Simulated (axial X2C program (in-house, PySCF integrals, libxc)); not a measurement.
HInH⁻: properties at the nuclei

Calculated with an in-house all-electron X2C program for linear molecules (integrals from PySCF): two-component X2C with atomic mean-field Coulomb and Gaunt terms, Gaussian nuclei, basis H dyall-v3z, In dyall-v3z with contracted cores.

H–In–H held linear, with bonds 1.676 and 1.676 Å (near the PBE0 minimum at charge -1 of the determinant lowest at the starting distance; the state shown can have its own minimum elsewhere, held linear; other orders of the atoms were not compared).

Determinant lowest in the PBE0 search, Ω = 1 (⟨Sz⟩ = 1.00, ⟨Lz⟩ = 0.00 at PBE0), spin on the atoms H -0.05, In 1.09, H -0.05:

```json
{"level": "PBE0", "A∥/gI H (MHz)": "-9.06", "qzz H (a.u.)": "0.12", "A∥/gI In (MHz)": "62.7", "qzz In (a.u.)": "-3.42"}
{"level": "HF", "A∥/gI H (MHz)": "-23.4", "qzz H (a.u.)": "0.12", "A∥/gI In (MHz)": "682", "qzz In (a.u.)": "-4.61"}
{"level": "r2SCAN", "A∥/gI H (MHz)": "-10.7", "qzz H (a.u.)": "0.11", "A∥/gI In (MHz)": "43", "qzz In (a.u.)": "-3.13"}
```

Determinant 0.42 eV from it at PBE0 and this distance, Ω = 0 (closed shell), highest spinor 95% In p, 5% H p:

| level | qzz H (a.u.) | qzz In (a.u.) |
| --- | --- | --- |
| PBE0 | 0.11 | -3.43 |
| HF | 0.12 | -4.93 |
| r2SCAN | 0.11 | -3.16 |

A∥ (defined per Ω) follows by multiplying with gI = μI/(I μN); qzz is the electric field gradient, eQq0 = 234.96 MHz × Q/barn × qzz. The operators were transformed with the bare-nucleus X2C matrices; with these basis sets, hyperfine constants and field gradients can be off by tens of per cent, and where levels differ in sign neither size nor sign is settled.

Question: With Q(115In) = 0.772 barn (Q from Pyykkö, Mol. Phys. 2018), turn the PBE0 values of the first state into constants in MHz.

Answer: eQq0(115In) = 234.96 × (0.772) × (-3.42) = -620 MHz.

The molecule was held linear; bending was not examined, so a bent shape may lie lower.

Each state is one determinant with collinear spin, which with several unpaired electrons need not be a pure state. Unrestricted Hartree–Fock can overshoot spin polarisation at the nuclei. For an anion, determinants above electron detachment, or with a positive highest level, are held by the basis set. A closed determinant beside an open π² or δ² triplet, such as (π1/2)², mixes with its partner pair into the 0⁺ component of the triplet and ¹Σ⁺, so its energy is not that of a level, and 0⁺ can lie lowest. With several open shells hyperfine constants can be off by a factor of several. Open-shell Ω = 0 determinants with evenly filled partner blocks cannot be reached by this program, so the Ω shown need not be the lowest component. States lie within half an eV, so the first need not be the ground state. Where a field gradient or hyperfine factor spreads by more than a factor of two over the levels, a constant derived from it is not to be relied on. PBE0 term energies can be off by some tenths of an eV.
